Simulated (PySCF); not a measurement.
Record of a relaxation.

Compound: Mo(CH)Me3, C₄H₁₀Mo (singlet state).
Bonds: Mo1–C2, Mo1–C4, Mo1–C8, Mo1–C12. Hydrogens: H3 on C2; H5, H6, H7 on C4; H9, H10, H11 on C8; H13, H14, H15 on C12.

Method: PBE0-D3(BJ)/def2-SVP geometry optimisation, gas phase, def2 core potentials past Kr in PySCF; density fitting, grid level 1; the optimiser is geomeTRIC in internal coordinates, started from a GFN2-xTB structure with every atom displaced at random (about 0.03 Å). 9 of its 16 geometries are shown. The frame can shift and turn from step to step; on so coarse a grid that alone can change the energy by a few meV, and forces under 0.02 eV/Å are noise.

Step 0: E = -6155.1424 eV, largest atomic force 5.296 eV/Å
```
atom  x, y, z in Å  |  force x, y, z in eV/Å
Mo1     0.061   -0.079    0.287   -0.429   2.102   2.554
C2     -0.022   -0.016    2.099    0.419  -0.365  -5.266
H3     -0.068   -0.009    3.161   -0.070   0.041   1.307
C4      2.137   -0.053   -0.347   -3.629   0.538  -1.946
H5      2.036   -0.320   -1.453    0.248   0.302   0.987
H6      2.760   -0.701    0.141    2.098  -1.982   1.455
H7      2.448    0.970   -0.226    0.346   0.899   0.064
C8     -0.915    1.809   -0.359   -2.274  -2.115   3.466
H9     -0.754    1.936   -1.369    0.569   0.332  -2.977
H10    -0.765    2.747    0.173    0.388   0.196   0.310
H11    -2.078    1.606   -0.215    2.021   0.107  -0.253
C12    -1.056   -1.730   -0.322   -2.795   0.524  -0.361
H13    -2.093   -2.010    0.117    1.634   0.508  -0.159
H14    -0.421   -2.578   -0.218    0.956  -1.347   0.280
H15    -1.303   -1.647   -1.425    0.517   0.262   0.539
```

Step 2: E = -6156.1283 eV, largest atomic force 0.998 eV/Å
```
atom  x, y, z in Å  |  force x, y, z in eV/Å
Mo1     0.010   -0.007    0.195    0.055  -0.197   0.930
C2     -0.014    0.004    1.933    0.035  -0.024  -0.997
H3     -0.032   -0.005    3.032    0.007   0.014  -0.134
C4      2.030   -0.049   -0.327   -0.006  -0.173   0.347
H5      2.026   -0.294   -1.402    0.116  -0.017  -0.191
H6      2.698   -0.744    0.216   -0.103   0.197  -0.101
H7      2.392    0.989   -0.194    0.048  -0.067   0.017
C8     -0.925    1.762   -0.328    0.044   0.323  -0.042
H9     -0.756    1.940   -1.413    0.008   0.009   0.169
H10    -0.706    2.670    0.255    0.065  -0.022  -0.083
H11    -1.991    1.539   -0.178   -0.318  -0.068   0.017
C12    -1.073   -1.718   -0.330    0.237  -0.161  -0.090
H13    -2.011   -1.946    0.184   -0.154   0.021   0.218
H14    -0.393   -2.588   -0.187   -0.082   0.165   0.003
H15    -1.289   -1.629   -1.413    0.048  -0.001  -0.061
```

Step 4: E = -6156.1827 eV, largest atomic force 0.254 eV/Å
```
atom  x, y, z in Å  |  force x, y, z in eV/Å
Mo1    -0.001    0.002    0.131    0.046  -0.066  -0.240
C2     -0.003   -0.004    1.838   -0.013  -0.004   0.187
H3     -0.005   -0.015    2.932    0.002   0.007   0.031
C4      2.038   -0.073   -0.319    0.053   0.034  -0.097
H5      2.130   -0.307   -1.401    0.012   0.015   0.044
H6      2.671   -0.763    0.257   -0.024  -0.031   0.038
H7      2.423    0.951   -0.153   -0.005   0.011   0.010
C8     -0.973    1.794   -0.319   -0.052   0.005   0.007
H9     -0.812    2.010   -1.393   -0.019   0.006  -0.016
H10    -0.715    2.681    0.276   -0.007   0.006   0.024
H11    -2.048    1.574   -0.161    0.040   0.039   0.001
C12    -1.071   -1.733   -0.330   -0.012   0.019   0.026
H13    -1.987   -1.925    0.249    0.010   0.015  -0.050
H14    -0.376   -2.574   -0.151    0.017  -0.015   0.015
H15    -1.303   -1.694   -1.413   -0.048  -0.041   0.021
```

Step 6: E = -6156.1886 eV, largest atomic force 0.051 eV/Å
```
atom  x, y, z in Å  |  force x, y, z in eV/Å
Mo1     0.001   -0.002    0.097   -0.014  -0.004   0.033
C2      0.001   -0.007    1.807    0.004  -0.001  -0.021
H3      0.002   -0.010    2.902   -0.001   0.000  -0.001
C4      2.050   -0.068   -0.327    0.009   0.046  -0.018
H5      2.186   -0.290   -1.404   -0.008  -0.004   0.003
H6      2.653   -0.765    0.272   -0.003  -0.019   0.002
H7      2.430    0.954   -0.133   -0.005  -0.007   0.010
C8     -0.981    1.799   -0.320   -0.005  -0.014  -0.019
H9     -0.843    2.035   -1.394   -0.006   0.002  -0.008
H10    -0.702    2.672    0.287    0.005  -0.004   0.005
H11    -2.055    1.593   -0.144    0.015   0.007   0.011
C12    -1.077   -1.744   -0.330    0.007   0.015   0.004
H13    -1.988   -1.911    0.264    0.004   0.001  -0.005
H14    -0.382   -2.580   -0.125   -0.007  -0.013   0.006
H15    -1.329   -1.752   -1.409    0.004  -0.004  -0.002
```

Step 8: E = -6156.1897 eV, largest atomic force 0.035 eV/Å
```
atom  x, y, z in Å  |  force x, y, z in eV/Å
Mo1     0.000   -0.005    0.090    0.006   0.004   0.015
C2      0.003   -0.006    1.800   -0.001   0.008  -0.008
H3      0.004   -0.006    2.896    0.001  -0.002  -0.003
C4      2.051   -0.057   -0.332   -0.019  -0.016   0.025
H5      2.191   -0.265   -1.411    0.002   0.007  -0.011
H6      2.643   -0.768    0.262    0.004   0.007  -0.015
H7      2.428    0.961   -0.116    0.012  -0.004   0.001
C8     -0.980    1.796   -0.327   -0.018   0.005  -0.002
H9     -0.863    2.031   -1.403    0.001  -0.007   0.009
H10    -0.680    2.665    0.277    0.012   0.002  -0.011
H11    -2.050    1.603   -0.124   -0.010   0.001   0.003
C12    -1.075   -1.751   -0.325    0.012  -0.030  -0.009
H13    -1.993   -1.904    0.262   -0.006   0.009   0.009
H14    -0.391   -2.592   -0.100   -0.010   0.008   0.002
H15    -1.321   -1.778   -1.405    0.014   0.008  -0.004
```

Step 9: E = -6156.1905 eV, largest atomic force 0.069 eV/Å
```
atom  x, y, z in Å  |  force x, y, z in eV/Å
Mo1     0.000   -0.007    0.087    0.020   0.009  -0.010
C2      0.005   -0.003    1.797   -0.005   0.008   0.010
H3      0.007    0.000    2.892    0.003  -0.001  -0.002
C4      2.050   -0.046   -0.337   -0.031  -0.050   0.037
H5      2.189   -0.236   -1.419    0.007   0.017  -0.013
H6      2.636   -0.775    0.244    0.005   0.018  -0.018
H7      2.431    0.964   -0.097    0.022   0.001  -0.006
C8     -0.983    1.792   -0.332   -0.026   0.006   0.018
H9     -0.889    2.018   -1.413    0.004  -0.013   0.012
H10    -0.659    2.661    0.259    0.012   0.007  -0.018
H11    -2.050    1.614   -0.101   -0.018   0.002  -0.004
C12    -1.071   -1.759   -0.319    0.012  -0.049  -0.010
H13    -1.998   -1.895    0.257   -0.010   0.014   0.006
H14    -0.400   -2.604   -0.071   -0.007   0.019  -0.001
H15    -1.302   -1.800   -1.402    0.011   0.011  -0.002
```

Step 11: E = -6156.1938 eV, largest atomic force 0.067 eV/Å
```
atom  x, y, z in Å  |  force x, y, z in eV/Å
Mo1    -0.002   -0.011    0.083    0.026   0.018  -0.028
C2      0.017    0.016    1.793   -0.010  -0.009   0.026
H3      0.024    0.029    2.888    0.006   0.005   0.002
C4      2.045   -0.009   -0.357   -0.027  -0.057   0.022
H5      2.173   -0.101   -1.454    0.009   0.020  -0.006
H6      2.607   -0.813    0.144   -0.003   0.017  -0.002
H7      2.465    0.954   -0.019    0.027   0.007  -0.017
C8     -1.016    1.769   -0.348   -0.021  -0.009   0.051
H9     -1.021    1.935   -1.442    0.004  -0.014  -0.002
H10    -0.580    2.645    0.157    0.003   0.013  -0.018
H11    -2.057    1.669    0.007   -0.013   0.009  -0.014
C12    -1.042   -1.787   -0.294    0.009  -0.043  -0.010
H13    -2.015   -1.847    0.218   -0.009   0.018  -0.005
H14    -0.435   -2.642    0.056    0.005   0.020  -0.003
H15    -1.195   -1.884   -1.387   -0.006   0.004   0.002
```

Step 13: E = -6156.1957 eV, largest atomic force 0.023 eV/Å
```
atom  x, y, z in Å  |  force x, y, z in eV/Å
Mo1    -0.001   -0.008    0.087    0.001   0.005   0.008
C2      0.028    0.027    1.797   -0.003  -0.011   0.001
H3      0.045    0.046    2.892    0.002   0.004   0.000
C4      2.043    0.011   -0.369    0.004   0.021  -0.008
H5      2.160   -0.015   -1.470   -0.001  -0.006   0.002
H6      2.581   -0.844    0.073   -0.009  -0.007   0.007
H7      2.509    0.933    0.021    0.004  -0.003  -0.004
C8     -1.049    1.751   -0.348    0.003  -0.004   0.012
H9     -1.118    1.861   -1.448   -0.002  -0.003  -0.006
H10    -0.549    2.639    0.075   -0.003   0.003  -0.001
H11    -2.067    1.711    0.076    0.002   0.002  -0.002
C12    -1.018   -1.799   -0.280    0.006   0.003  -0.013
H13    -2.020   -1.806    0.180    0.001   0.003   0.001
H14    -0.458   -2.655    0.132    0.000  -0.002   0.002
H15    -1.119   -1.927   -1.376   -0.005  -0.004   0.002
```

Step 15: E = -6156.1959 eV, largest atomic force under 0.02 eV/Å
```
atom  x, y, z in Å  |  force x, y, z in eV/Å
Mo1     0.001   -0.004    0.089   -0.004  -0.004   0.005
C2      0.032    0.025    1.799    0.002   0.001  -0.004
H3      0.052    0.045    2.894   -0.001  -0.001  -0.001
C4      2.044    0.013   -0.370    0.003   0.018  -0.005
H5      2.159   -0.012   -1.472   -0.001  -0.006   0.001
H6      2.570   -0.851    0.070   -0.002  -0.004   0.002
H7      2.523    0.927    0.020    0.000  -0.004   0.002
C8     -1.055    1.750   -0.344    0.001   0.002  -0.006
H9     -1.133    1.850   -1.445    0.000   0.002   0.001
H10    -0.551    2.642    0.066    0.000  -0.001   0.002
H11    -2.070    1.715    0.087    0.002  -0.002   0.003
C12    -1.014   -1.797   -0.282    0.003   0.004  -0.001
H13    -2.018   -1.796    0.174    0.001  -0.001   0.002
H14    -0.460   -2.654    0.136   -0.003  -0.003   0.000
H15    -1.112   -1.928   -1.378    0.001   0.000  -0.001
```

**Question.** Summarise the path.

**Answer.** The energy falls by 101.65 kJ/mol from step 0 to step 15; nine tenths of that is first reached at step 2. It falls at every step. The largest force goes from 5.296 to under 0.02 eV/Å. Among the bonds Mo1–C8 changes most, from 2.221 to 2.093 Å; the atoms move by 0.270 Å rms after alignment.

**Question.** Follow the three bonds and two angles with the largest change from start to end.

**Answer.** 
| step | E above end (kJ/mol) | largest force (eV/Å) | Mo1–C8 (Å) | Mo1–C2 (Å) | C8–H11 (Å) | Mo1–C12–H13 (°) | Mo1–C8–H10 (°) |
| --- | --- | --- | --- | --- | --- | --- | --- |
| 0 | 101.65 | 5.296 | 2.221 | 1.815 | 1.189 | 124.0 | 122.0 |
| 1 | 15.79 | 2.884 | 2.084 | 1.673 | 1.118 | 121.5 | 119.6 |
| 2 | 6.52 | 0.998 | 2.068 | 1.738 | 1.099 | 119.8 | 118.8 |
| 3 | 2.58 | 0.311 | 2.096 | 1.719 | 1.108 | 118.5 | 118.5 |
| 4 | 1.27 | 0.254 | 2.088 | 1.706 | 1.109 | 117.1 | 117.8 |
| 5 | 0.90 | 0.121 | 2.095 | 1.708 | 1.108 | 116.6 | 117.5 |
| 6 | 0.70 | 0.051 | 2.093 | 1.710 | 1.108 | 116.3 | 117.0 |
| 7 | 0.66 | 0.031 | 2.093 | 1.710 | 1.107 | 116.2 | 116.8 |
| 8 | 0.60 | 0.035 | 2.092 | 1.710 | 1.107 | 116.0 | 116.3 |
| 9 | 0.52 | 0.069 | 2.092 | 1.710 | 1.106 | 115.6 | 115.6 |
| 10 | 0.38 | 0.092 | 2.092 | 1.710 | 1.106 | 114.8 | 114.4 |
| 11 | 0.21 | 0.067 | 2.093 | 1.710 | 1.105 | 113.7 | 113.0 |
| 12 | 0.07 | 0.034 | 2.093 | 1.710 | 1.104 | 112.5 | 112.0 |
| 13 | 0.02 | 0.023 | 2.093 | 1.710 | 1.104 | 112.0 | 111.7 |
| 14 | 0.01 | 0.029 | 2.093 | 1.711 | 1.103 | 111.7 | 111.7 |
| 15 | 0.00 | under 0.02 | 2.093 | 1.711 | 1.103 | 111.6 | 111.7 |

The cost below is that of the whole optimisation. The run took 2.1 min on one thread, Arm Neoverse V2 (aarch64), shared host with 96 logical CPUs at a one-minute load of 16, and the process peaked at 0.58 GiB of memory.
